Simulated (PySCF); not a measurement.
C5H4ClN.
Cartesian coordinates in Å at the GFN2-xTB level; atoms count from 1:
```xyz
11
C5H4ClN angstrom
C     -1.560   -0.768   -0.010
C     -0.269   -0.103    0.111
C      1.021   -0.022   -0.161
C      2.177   -0.494   -0.738
N      3.149   -0.884   -1.211
C      0.413    1.105    0.621
Cl     0.129    2.669   -0.194
H     -2.257   -0.104   -0.524
H     -1.469   -1.699   -0.565
H     -1.968   -0.968    0.981
H      0.641    1.270    1.665
```

Theory: wB97X-D/def2-SVPD in PySCF (dipole) on a GFN2-xTB geometry, gas phase.

Take the most abundant isotopes and a rigid rotor. 

(1) What are A, B and C (GHz)?

(2) What kind of rotor is it?

(3) Is it planar, by Δ = Ic − Ia − Ib?

(4) Give the other two planar moments, Paa and Pbb, and the rms extents of the mass along the axes.

(5) Which lines would a microwave search look for?

(6) Estimate the classical rotational partition function at 10 K, 100 K and 298.15 K.

Results:

(1) Ia = 187.59, Ib = 314.87, Ic = 471.54 u·Å²; 505379 MHz·u·Å²/I gives 2694, 1605 and 1072 MHz, that is A = 2.6941, B = 1.6051, C = 1.0718 GHz.

(2) An asymmetric top. Ray's parameter κ = (2B − A − C)/(A − C) = -0.343; −1 is the prolate and +1 the oblate limit.

(3) Not planar: Δ = Ic − Ia − Ib = -30.92 u·Å². For a rigid frame Δ = −2 Σ m c², so Σ m c² = 15.46 u·Å² lies off the ab plane: 5.16 from hydrogen and 10.30 from heavier atoms. The atom farthest from that plane is 1.80 Å away.

(4) Paa = Σ m a² = (Ib + Ic − Ia)/2 = 299.41 and Pbb = Σ m b² = (Ia + Ic − Ib)/2 = 172.13 u·Å². With the mass M = 113.00 u, the rms extents √(P/M) along a, b and c are 1.63, 1.23, 0.37 Å.

(5) The dipole components are |μa| = 2.17 D, |μb| = 4.12 D, |μc| = 1.02 D. The squared components, which scale the intensities, stand as 0.28 : 1.00 : 0.06 (a : b : c). Some lines, for components of 0.1 D or more:

```json
{"type": "c", "branch": "Q", "J(Ka,Kc)": "3(1,3) ← 3(0,3)", "MHz": "368", "lower level (cm⁻¹)": "0.512"}
{"type": "a", "branch": "Q", "J(Ka,Kc)": "3(2,1) ← 3(2,2)", "MHz": "697", "lower level (cm⁻¹)": "0.717"}
{"type": "b", "branch": "Q", "J(Ka,Kc)": "2(1,1) ← 2(0,2)", "MHz": "2309", "lower level (cm⁻¹)": "0.263"}
{"type": "c", "branch": "Q", "J(Ka,Kc)": "3(2,2) ← 3(1,2)", "MHz": "2581", "lower level (cm⁻¹)": "0.631"}
{"type": "b", "branch": "Q", "J(Ka,Kc)": "3(2,1) ← 3(1,2)", "MHz": "3278", "lower level (cm⁻¹)": "0.631"}
{"type": "b", "branch": "R", "J(Ka,Kc)": "1(1,1) ← 0(0,0)", "MHz": "3766", "lower level (cm⁻¹)": "0.000"}
{"type": "c", "branch": "R", "J(Ka,Kc)": "1(1,0) ← 0(0,0)", "MHz": "4299", "lower level (cm⁻¹)": "0.000"}
{"type": "b", "branch": "Q", "J(Ka,Kc)": "2(2,1) ← 2(1,2)", "MHz": "4867", "lower level (cm⁻¹)": "0.286"}
{"type": "a", "branch": "Q", "J(Ka,Kc)": "4(1,3) ← 4(1,4)", "MHz": "5141", "lower level (cm⁻¹)": "0.838"}
{"type": "b", "branch": "Q", "J(Ka,Kc)": "4(1,3) ← 4(0,4)", "MHz": "5301", "lower level (cm⁻¹)": "0.833"}
{"type": "c", "branch": "Q", "J(Ka,Kc)": "4(3,2) ← 4(2,2)", "MHz": "5434", "lower level (cm⁻¹)": "1.129"}
{"type": "b", "branch": "R", "J(Ka,Kc)": "3(1,2) ← 2(2,1)", "MHz": "5449", "lower level (cm⁻¹)": "0.449"}
{"type": "b", "branch": "Q", "J(Ka,Kc)": "3(2,2) ← 3(1,3)", "MHz": "5752", "lower level (cm⁻¹)": "0.525"}
{"type": "b", "branch": "R", "J(Ka,Kc)": "2(1,2) ← 1(0,1)", "MHz": "5909", "lower level (cm⁻¹)": "0.089"}
{"type": "c", "branch": "R", "J(Ka,Kc)": "2(1,1) ← 1(0,1)", "MHz": "7509", "lower level (cm⁻¹)": "0.089"}
{"type": "b", "branch": "R", "J(Ka,Kc)": "3(1,3) ← 2(0,2)", "MHz": "7854", "lower level (cm⁻¹)": "0.263"}
{"type": "a", "branch": "R", "J(Ka,Kc)": "3(2,2) ← 2(2,1)", "MHz": "8030", "lower level (cm⁻¹)": "0.449"}
{"type": "a", "branch": "R", "J(Ka,Kc)": "3(1,2) ← 2(1,1)", "MHz": "8716", "lower level (cm⁻¹)": "0.340"}
{"type": "b", "branch": "R", "J(Ka,Kc)": "4(1,3) ← 3(2,2)", "MHz": "8792", "lower level (cm⁻¹)": "0.717"}
{"type": "c", "branch": "R", "J(Ka,Kc)": "2(2,1) ← 1(1,1)", "MHz": "9687", "lower level (cm⁻¹)": "0.126"}
{"type": "c", "branch": "R", "J(Ka,Kc)": "3(1,2) ← 2(0,2)", "MHz": "11025", "lower level (cm⁻¹)": "0.263"}
{"type": "a", "branch": "R", "J(Ka,Kc)": "4(3,1) ← 3(3,0)", "MHz": "11109", "lower level (cm⁻¹)": "0.947"}
{"type": "c", "branch": "R", "J(Ka,Kc)": "3(2,2) ← 2(1,2)", "MHz": "12897", "lower level (cm⁻¹)": "0.286"}
{"type": "c", "branch": "R", "J(Ka,Kc)": "3(3,0) ← 2(2,0)", "MHz": "14770", "lower level (cm⁻¹)": "0.454"}
{"type": "b", "branch": "R", "J(Ka,Kc)": "4(3,2) ← 3(2,1)", "MHz": "17112", "lower level (cm⁻¹)": "0.740"}
{"type": "b", "branch": "R", "J(Ka,Kc)": "4(4,1) ← 3(3,0)", "MHz": "20204", "lower level (cm⁻¹)": "0.947"}
{"type": "c", "branch": "R", "J(Ka,Kc)": "4(4,0) ← 3(3,0)", "MHz": "20209", "lower level (cm⁻¹)": "0.947"}
```

(6) Point group C1, symmetry number σ = 1; q = (√π/σ)·√((kT/h)³/(ABC)), k/h = 20836.6 MHz/K: 2480 at 10 K, 78300 at 100 K, 403000 at 298.15 K.

Not checked by GFN2-xTB frequencies. These are rigid-rotor constants of the computed structure; measured ground-state constants (B0) also hold zero-point vibration. A rigid rotor knows nothing of internal rotation, which can split or shift real lines. Quadrupole hyperfine structure (14N, 35Cl) is left out.
